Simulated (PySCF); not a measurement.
These 4 structures share the formula C3H3BrO. Method used: PBE0-D3(BJ)/def2-SVP geometry optimisation, gas phase (PySCF). One conformer each; no zero-point energy, no entropy. No frequencies were run at this level. Point groups hold within 0.08 Å.

Question: Rank from lowest to highest electronic energy at this level (kcal/mol).
A. `[O:1]=[C:2]=[CH:3][CH2:4][Br:5]` with C2–C3–C4–Br5 -100°
B. `[CH2:1]=[C:2]([Br:3])[CH:4]=[O:5]` with C1–C2–C4–O5 -1°
C. `[OH:1][C@H:2]1[CH:3]=[C:4]1[Br:5]` with H–O1–C2–C3 -172°
D. `[O:1]=[CH:2]/[CH:3]=[CH:4]\[Br:5]` with O1–C2–C3–C4 180°

Answer: A (0.0), D (3.3), B (3.4), C (41.3).

As drawn, the lowest has a C=O bond and cumulated double bonds, which the highest lacks; the highest has a three-membered ring and an O–H bond, which the lowest lacks. Neighbours under 2.5 kcal/mol apart (O=C/C=C\Br and C=C(Br)C=O) can change places with a better method, another conformer or zero-point energy.

```tsv
SMILES	E (Eh)	E rel (kcal/mol)	dipole (D)	point group	A, B, C (MHz)
O=C=CCBr	-2764.50474	0.0	1.85	C1	11858, 1189, 1128
O=C/C=C\Br	-2764.49946	3.3	2.69	Cs	11450, 1352, 1209
C=C(Br)C=O	-2764.49932	3.4	1.48	Cs	8288, 1744, 1441
O[C@H]1C=C1Br	-2764.43898	41.3	1.27	C1	10167, 1540, 1392
```
